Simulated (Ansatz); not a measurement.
Stepwise reaction of `O[Si](O)(F)[SiH3]` with hydrogen chloride, as a gas-phase model of exchange steps in deposition or etching. ΔE in kJ/mol; ΔG adds harmonic PBE0-D4 terms to CCSD(T)/CBS, at 1 bar.

Gas-phase electronic energies from Ansatz, PBE0-D4/def2-TZVP geometries. CBS: MP2 limit from def2 TZ/QZ plus the TZ coupled-cluster correction, frozen cores. This one scheme is used for every species. DFT in def2-TZVPP. B3LYP here is the variant with VWN-RPA as its local correlation; programs differ in this. Each species was taken in one conformer, which may not be the lowest.

```tsv
step	reaction	PBE-D4	B3LYP-D4	ωB97M-V	CCSD(T)/CBS	ΔG(600 K)
1	`O[Si](O)(F)[SiH3]` + HCl → `O[Si](F)([SiH3])Cl` + H₂O	-0.3	7.0	6.1	4.8	8.2
```

Q: Give the row of step 2, `O[Si](F)([SiH3])Cl` + HCl → `F[Si]([SiH3])(Cl)Cl` + H₂O. (Estimate.)

A: The calculation gave: 
| step | reaction | PBE-D4 | B3LYP-D4 | ωB97M-V | CCSD(T)/CBS | ΔG(600 K) |
| --- | --- | --- | --- | --- | --- | --- |
| 2 | `O[Si](F)([SiH3])Cl` + HCl → `F[Si]([SiH3])(Cl)Cl` + H₂O | 5.1 | 13.4 | 12.5 | 10.4 | 14.8 |

Q: By hand: ΔE of the 2 steps together at CCSD(T)/CBS.

A: (4.8) + (10.4) = 15.2 kJ/mol, or 7.6 kJ/mol a step.

In ΔE each step is higher than the one before. ΔG lies between 8.2 and 14.8 kJ/mol a step. PBE-D4 differs from CCSD(T)/CBS by -5.3 to -5.1 kJ/mol a step. Isolated molecules leave out the surface, adducts and barriers. Largest T1 diagnostic: 0.013.
